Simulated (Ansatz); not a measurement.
Relaxation of C2H6AlFSi (11 atoms, charge 0, multiplicity 1), to a largest force component of 0.02 eV/Å in at most 50 steps.

These are results of RKS PBE0-D4/6-31G* in Ansatz 0.2.0, not measurements.

```xyz
11
Properties=species:S:1:pos:R:3:forces:R:3
F -3.130 -1.074 -0.618 -1.72 -1.78 0.49
Al -1.498 -0.489 -0.298 8.62 1.38 2.40
C -0.272 -0.294 1.241 0.21 0.27 2.35
Si 1.231 0.380 0.223 -5.15 0.50 -0.73
C 0.092 0.233 -1.306 -0.75 -2.04 -0.02
H 0.018 -1.255 1.715 -0.26 0.40 0.13
H -0.565 0.449 2.004 -0.09 -0.59 0.41
H 1.506 1.784 0.555 0.55 0.25 0.30
H 2.298 -0.544 0.220 1.41 -0.91 -0.14
H 0.504 -0.482 -1.998 -0.04 0.44 -1.76
H -2.771 -0.333 -1.151 -2.78 2.09 -3.42
```

Task: Where does it end, and by what steps?

Result: The run converged. After 23 steps the energy has fallen by 8.160 eV; H11 moved furthest, 2.55 Å. The start is strongly strained (largest force component 9 eV/Å), so its close contacts needn't be bonds. Parted: F1–H11, Al2–H11. Joined: Al2–Si4, C5–H11.

```csv
step,energy less start (eV),largest force component (eV/Å),accepted
0,0.0000,8.623,yes
1,-2.2008,4.936,yes
2,-3.1231,1.546,yes
3,-3.4791,1.103,yes
4,-3.7263,0.656,yes
5,-3.8275,0.376,yes
6,-3.9221,0.367,yes
7,-4.0493,0.554,yes
8,-4.2503,1.314,yes
9,-4.6809,2.674,yes
10,-5.6879,3.308,yes
11,-6.4580,3.695,yes
12,-7.1723,1.089,yes
13,-7.5650,0.575,yes
14,-7.7935,0.590,yes
15,-7.9843,0.402,yes
16,-7.8940,2.660,no
17,-8.0445,0.308,yes
18,-8.0945,0.159,yes
19,-8.1431,0.150,yes
20,-8.1513,0.193,yes
21,-8.1582,0.148,yes
22,-8.1601,0.043,yes
23,-8.1604,0.012,yes
```

```xyz
11
Properties=species:S:1:pos:R:3
F -3.128 -1.321 -0.090
Al -1.584 -0.729 -0.018
C -0.330 -0.404 1.458
Si 0.802 0.340 0.113
C -0.342 -0.033 -1.369
H 0.083 -1.297 1.943
H -0.635 0.291 2.248
H 1.010 1.804 0.305
H 2.121 -0.349 0.018
H 0.067 -0.769 -2.071
H -0.652 0.843 -1.950
```

The run took 80 s on 2 threads of Arm Neoverse V1 (shared host), peak memory 0.2 GiB.
